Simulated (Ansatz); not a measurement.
`[CH3][Ge]1([CH3])[CH]=CC=[C]1[C]1=CC=[C]([C]2=CC=[CH][Ge]2([CH3])[CH3])[Ge]1([CH3])[CH3]`, relaxed as a singlet with RKS PBE-D4/def2-SVP in Ansatz, starting from the GFN2-xTB geometry. Force threshold 0.03 eV/Å.

Single mean-field runs in def2-SVP are fitted with def2-universal-jkfit.

Start:

```tsv
atom	x (Å)	y (Å)	z (Å)
C1	-2.808	-3.386	-2.386
Ge2	-1.132	-3.873	-1.423
C3	-1.571	-4.739	0.318
C4	0.131	-4.906	-2.520
C5	1.257	-4.193	-2.676
C6	1.330	-2.893	-2.056
C7	0.262	-2.451	-1.347
C8	0.210	-1.196	-0.697
C9	-0.864	-0.757	0.013
C10	-0.804	0.527	0.628
C11	0.326	1.272	0.487
C12	0.495	2.556	1.053
C13	1.618	3.304	0.914
C14	1.666	4.600	1.545
C15	0.593	5.006	2.240
Ge16	-0.784	3.603	2.164
C17	-1.220	2.823	3.945
C18	-2.455	4.178	1.241
Ge19	1.601	0.222	-0.620
C20	2.004	1.052	-2.386
C21	3.255	-0.321	0.352
H22	-3.403	-2.697	-1.794
H23	-3.399	-4.276	-2.578
H24	-2.573	-2.914	-3.334
H25	-2.150	-4.067	0.944
H26	-0.662	-5.006	0.845
H27	-2.154	-5.639	0.149
H28	0.011	-5.884	-2.955
H29	2.109	-4.546	-3.243
H30	2.227	-2.294	-2.166
H31	-1.756	-1.366	0.115
H32	-1.650	0.896	1.198
H33	2.471	2.950	0.348
H34	2.563	5.198	1.436
H35	0.561	5.962	2.735
H36	-0.312	2.514	4.452
H37	-1.867	1.959	3.838
H38	-1.727	3.560	4.560
H39	-2.221	4.608	0.273
H40	-3.121	3.334	1.093
H41	-2.972	4.924	1.838
H42	2.610	1.944	-2.261
H43	2.538	0.356	-3.025
H44	1.076	1.331	-2.876
H45	3.817	-1.047	-0.227
H46	3.888	0.539	0.542
H47	2.986	-0.769	1.302
```

```tsv
step	energy (eV)	largest force component (eV/Å)	SCF passes
1	-188558.8314	1.029	21
2	-188559.2557	0.344	22
3	-188559.2894	0.048	22
4	-188559.2906	0.038	23
5	-188559.2911	0.012	16
```

Force components are those of the run's own axes.

End:

```xyz
47

C    -2.751   -3.387   -2.400
Ge   -1.105   -3.931   -1.465
C    -1.523   -4.731    0.285
C     0.124   -4.993   -2.559
C     1.267   -4.259   -2.713
C     1.344   -2.939   -2.086
C     0.255   -2.486   -1.363
C     0.167   -1.229   -0.693
C    -0.926   -0.775    0.033
C    -0.866    0.527    0.658
C     0.284    1.293    0.517
C     0.492    2.590    1.073
C     1.637    3.354    0.933
C     1.683    4.670    1.572
C     0.593    5.093    2.281
Ge   -0.752    3.672    2.183
C    -1.171    2.840    3.918
C    -2.398    4.186    1.234
Ge    1.522    0.212   -0.589
C     1.933    1.029   -2.332
C     3.162   -0.320    0.360
H    -3.304   -2.640   -1.797
H    -3.409   -4.262   -2.570
H    -2.497   -2.935   -3.377
H    -2.060   -4.001    0.921
H    -0.587   -5.026    0.797
H    -2.161   -5.629    0.160
H     0.000   -5.992   -3.003
H     2.135   -4.624   -3.292
H     2.261   -2.334   -2.202
H    -1.841   -1.386    0.144
H    -1.735    0.891    1.236
H     2.510    2.998    0.356
H     2.596    5.283    1.462
H     0.562    6.070    2.786
H    -0.235    2.554    4.435
H    -1.784    1.930    3.766
H    -1.736    3.543    4.561
H    -2.143    4.647    0.260
H    -3.027    3.293    1.049
H    -2.982    4.913    1.832
H     2.555    1.936   -2.197
H     2.481    0.313   -2.976
H     0.993    1.316   -2.841
H     3.732   -1.060   -0.236
H     3.807    0.562    0.543
H     2.899   -0.776    1.334
```

By distances, no bond broke or formed. The bond that changes most is C10–C11, from 1.36 to 1.39 Å (atoms count from 1).

No frequencies were taken in this run, so the end may be a saddle point.

Run time 23 s (2 threads of AMD EPYC 7R13 on a shared host and a share (18 GiB) of an NVIDIA H100 80GB HBM3), peak host memory 1 GiB.
